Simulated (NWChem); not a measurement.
Molecule: BeHSeCl; SMILES [Be]([Cl])[SeH]

```xyz
4

Be     0.0065    -0.7156     0.0000
Cl     0.0156    -2.5312     0.0000
Se     0.0338     1.3106     0.0000
H     -1.4398     1.3315     0.0000
```
Atoms are numbered in this order, from 1.

Coordinates come from a PBE0/def2-SVP optimisation.

Symmetry labels are those of Cs in the frame above (b1 and b2, or b-type labels, depend on it).

Problem. List the 4 lowest vertical singlet excitations from PBE0/def2-SVPD, TDA (NWChem).

Solution. 
```json
[
 {"state": "S1", "energy (eV)": "5.00", "oscillator strength": "0.001", "symmetry": "a\"", "leading excitation (squared amplitude)": "HOMO → LUMO (0.99)"},
 {"state": "S2", "energy (eV)": "5.66", "oscillator strength": "0.058", "symmetry": "a\"", "leading excitation (squared amplitude)": "HOMO → LUMO+1 (0.97)"},
 {"state": "S3", "energy (eV)": "6.27", "oscillator strength": "0.136", "symmetry": "a'", "leading excitation (squared amplitude)": "HOMO → LUMO+2 (0.85)"},
 {"state": "S4", "energy (eV)": "6.39", "oscillator strength": "0.005", "symmetry": "a\"", "leading excitation (squared amplitude)": "HOMO → LUMO+3 (0.87)"}
]
```
